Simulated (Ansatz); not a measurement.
```xyz
19

C    -0.7541    1.6616   -0.6388
C    -0.1517    0.3010   -0.2881
C     1.2149    0.1648   -0.9537
C    -1.0765   -0.8063   -0.7858
C    -0.0037    0.2173    1.2340
Ga    0.7639   -1.4455    1.9007
F     1.0842   -1.7687    3.5902
F     1.2368   -2.8312    0.9363
H    -0.8783    1.7634   -1.7202
H    -1.7356    1.7885   -0.1743
H    -0.1111    2.4768   -0.2960
H     1.6558   -0.8184   -0.7607
H     1.9069    0.9314   -0.5931
H     1.1310    0.2763   -2.0376
H    -0.6552   -1.7968   -0.5877
H    -2.0576   -0.7451   -0.3060
H    -1.2293   -0.7267   -1.8651
H     0.6320    1.0244    1.6139
H    -0.9725    0.3333    1.7320
```

Charge 0, multiplicity 1.

Task: List the CAM-B3LYP/def2-TZVPP orbital energies in eV (Ansatz 0.2.0). (Estimate.)

Result: The calculation gave: Occupied: -10140.26, -1251.81, -1109.15, -1109.00, -1108.99, -672.38, -672.32, -279.63, -279.40, -278.75, -278.75, -278.73, -152.30, -105.85, -105.55, -105.48, -33.07, -32.90, -25.66, -25.55, -25.49, -25.44, -25.21, -25.08, -21.31, -21.27, -21.19, -17.08, -15.22, -14.79, -14.78, -14.30, -13.44, -13.23, -13.01, -12.75, -12.64, -12.39, -12.21, -12.16, -12.02, -11.44, -11.10, -11.02, -10.14. Lowest empty: 0.25, 0.27, 1.73, 2.35, 2.73, 2.93, 3.14, 3.32.
